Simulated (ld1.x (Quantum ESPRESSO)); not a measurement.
## Plane-wave convergence, RRKJ potential for Ni (Z = 28)

nickel, norm-conserving RRKJ (Kleinman–Bylander form), made with ld1.x (Quantum ESPRESSO) 7.5 (PBE, scalar-relativistic). Core [Ne], reference 3s2 3p6 3d8 4s0 4p0 (charge +2). Waves: 3s (bound): rc 1.10 bohr; 3p (bound): rc 0.70 bohr; 3d (bound): rc 0.80 bohr. Local part: the d channel. Core correction: none.

The pseudo-atom Hamiltonian at the reference potential is diagonalised in spherical Bessel functions j_l(qr) that vanish at 20 bohr, with q² up to the cutoff. All-electron valence levels (Ry): 3s -9.6097, 4s -1.5912, 3p -6.6955, 4p -1.1041, 3d -2.0848.

How do the lowest levels (Ry) of each channel move with the cutoff, and are there ghosts?

```csv
cutoff (Ry),s #1,s #2,s #3,s #4,p #1,p #2,d #1,f #1,Σ f·Δε (mRy)
8,-8.3249,-1.3853,-0.5170,-0.2717,-2.8448,-0.7324,-0.6788,-0.2698,36919.3
15,-9.3173,-1.5643,-0.5661,-0.2908,-4.3580,-0.8949,-0.7331,-0.2700,25421.4
25,-9.4861,-1.6311,-0.5857,-0.2981,-5.6184,-1.0069,-0.8009,-0.2700,16978.9
35,-9.4957,-1.6383,-0.5884,-0.2992,-6.2540,-1.0635,-0.8717,-0.2701,12579.5
50,-9.5558,-1.6388,-0.5888,-0.2994,-6.5449,-1.0925,-0.9965,-0.2701,9715.7
70,-9.5989,-1.6405,-0.5899,-0.2999,-6.5992,-1.0996,-1.1699,-0.2701,7916.6
100,-9.6093,-1.6614,-0.6002,-0.3042,-6.6071,-1.1000,-1.4571,-0.2701,5550.4
140,-9.6096,-1.8805,-0.8594,-0.4324,-6.6416,-1.1017,-1.8066,-0.2701,2546.6
180,-9.6097,-2.6676,-1.3521,-0.5282,-6.6722,-1.1034,-1.9901,-0.2701,895.3
260,-9.6097,-3.1911,-1.4310,-0.5399,-6.6940,-1.1046,-2.0803,-0.2701,42.8
400,-9.6097,-3.2112,-1.4332,-0.5403,-6.6954,-1.1046,-2.0846,-0.2701,0.0
```

Result: ghost state, extra bound levels that the all-electron valence spectrum of the same l lacks: s at -43.7 eV (a true bound ghost makes a file unfit for plane-wave use); 10 mRy is reached at 300 Ry and 1 mRy at over 300 Ry.

5 of 7 tests not solved or not reliable.
